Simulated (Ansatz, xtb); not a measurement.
**Relative energy of two isomers of C3H9GeNSi**

We compare I, `C[SiH](C#N)[CH2][GeH3]`, a singlet, with II, `N#CC[SiH2][CH2][GeH3]`, a singlet. Both are isolated molecules in the gas phase, relaxed with B3LYP-D3(BJ)/def2-SVP, each in the lowest conformer that the search found.

Which of the two would you expect CCSD(T)/def2-SVP + ΔMP2/def2-TZVPP electronic energies to favour?

Structure I; the calculation gives E(II) − E(I) = +56.6 kJ/mol.

How the difference moves with the method:

```
                             level               geometry  E(II) − E(I) (kJ/mol)  departure from the last row (kJ/mol)  job, with rough time for the two
                          GFN2-xTB               GFN2-xTB                   −47.3                                −103.9              optimisation, 0.79 s
                         HF/STO-3G               GFN2-xTB                   +81.0                                 +24.4               single point, 2.5 s
                r2SCAN-D4/def2-SVP               GFN2-xTB                   +47.3                                  −9.3                single point, 13 s
             B3LYP-D3(BJ)/def2-SVP  B3LYP-D3(BJ)/def2-SVP                   +45.0                                 −11.6             optimisation, 3.8 min
                       HF/def2-SVP  B3LYP-D3(BJ)/def2-SVP                   +50.1                                  −6.5           part of the CCSD(T) run
                      MP2/def2-SVP  B3LYP-D3(BJ)/def2-SVP                   +50.2                                  −6.4           part of the CCSD(T) run
                  CCSD(T)/def2-SVP  B3LYP-D3(BJ)/def2-SVP                   +48.3                                  −8.4                      single point
CCSD(T)/def2-SVP + ΔMP2/def2-TZVPP  B3LYP-D3(BJ)/def2-SVP                   +56.6                                                   single point, 4.7 min
```

As drawn, II has 1 C–C, 1 Si–H in place of 1 C–Si, 1 C–H.

GFN2-xTB puts the two in the other order. The largest departure from CCSD(T)/def2-SVP + ΔMP2/def2-TZVPP is that of GFN2-xTB, 103.9 kJ/mol. The last row adds to CCSD(T) the change of the MP2 difference between the two basis sets, here +8.4 kJ/mol.

With thermal terms from frequencies at re-optimised GFN2-xTB minima (ideal gas, soft modes damped towards free rotors, one conformer each, 298.15 K, 1 atm): on the last row, ΔE + ΔZPE = +52.4, ΔH = +50.7, ΔG = +54.4 kJ/mol.

The correlated steps freeze 18 core orbitals; the filled d shell of Ge is correlated, in a basis made for valence electrons. Codes used: Ansatz 0.2.0, xtb 6.7.1; the last row on 2 threads of Intel(R) Xeon(R) Processor @ 2.50GHz (Skylake/Cascade Lake) on a shared host.
